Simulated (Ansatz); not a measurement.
`[F][GeH2][Br]` + `C[SeH]` → `C[Se][GeH2][F]` + HBr at 500 K and 1 bar (ligand exchange at a Ge–Br bond).

Computed with Ansatz on PBE0-D4/def2-TZVP structures; ΔE is electronic, products minus reactants. CCSD(T)/CBS adds triple-zeta CCSD(T) − MP2 to the extrapolated MP2 energy (def2 sets, frozen cores). For Br, Ge, Se outer-core shells are correlated without core-valence functions, which leaves a few kJ/mol of doubt a bond. Scalar relativity is left out up to krypton. Each species was taken in one conformer, which may not be the lowest.

```csv
species,CCSD(T)/CBS energy (Eh),H − E (kJ/mol),S (J/(mol·K))
`[F][GeH2][Br]`,-4750.49448,79.3,344.4
`C[SeH]`,-2441.15625,142.1,299.3
`C[Se][GeH2][F]`,-4617.72550,192.0,421.3
HBr,-2573.91920,30.5,213.7
```

H − E and S are ideal-gas, rigid-rotor, harmonic terms from PBE0-D4/def2-TZVP, for one conformer and one mirror image of each species. 1 Eh = 2625.50 kJ/mol, R = 8.31446 J/(mol·K).

Q: By hand: ΔE, ΔH, ΔS and ΔG.

A: ΔE = (-4617.72550) + (-2573.91920) − (-4750.49448) − (-2441.15625) = 0.00603 Eh = 15.8 kJ/mol. Δ(H − E) = 192.0 + 30.5 − 79.3 − 142.1 = 1.1, so ΔH = 16.9 kJ/mol. ΔS = 421.3 + 213.7 − 344.4 − 299.3 = -8.7 J/(mol·K). ΔG = 16.9 − 500 × (-8.7)/1000 = 21.2 kJ/mol.

Q: By hand: the equilibrium constant, and the temperature at which ΔG would vanish if ΔH and ΔS stayed fixed.

A: log₁₀ K = −ΔG/(RT ln 10) = -2.2. ΔH and −TΔS have one sign here, so there is no such temperature.

The number of gas molecules stays the same, so ΔS is small and ΔH decides. A doubt of 5 kJ/mol in ΔE shifts log₁₀ K by 0.5 here. Other conformers and mirror images would add mixing entropy, several J/(mol·K) or more a flexible species. Modes under 60 cm⁻¹, often nearly free rotors, make the harmonic entropy too high. These are equilibria of isolated gas molecules and say nothing of rates. Largest T1 diagnostic: 0.011 (customary marks: 0.02 for closed shells, 0.045 for open ones).

ΔS is within the doubt of such terms, so its sign, and with it that verdict, could turn.
